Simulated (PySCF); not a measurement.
Vertical excitations of a molecule C4H5BO2 from TDDFT-ωB97X/def2-SVPD run with PySCF, as energy in eV (oscillator strength): 5.63 (0.000), 6.11 (0.180), 6.55 (0.169), 6.66 (0.000), 7.28 (0.056), 7.92 (0.117), 7.97 (0.000), 8.02 (0.000), 8.22 (0.115), 8.22 (0.009). Lowest triplet (TDA): 4.28 eV. The structure is a stationary point at TPSSh-D3(BJ)/def2-SVP. The values are those of a single conformer.

Question: Identify the compound among the candidates.
A) O=COB1C=CC1
B) C#CB(O)OC=C
C) C#CCB1OCO1
D) O=C1C=CB(O)C1

Answer: B, C#CB(O)OC=C
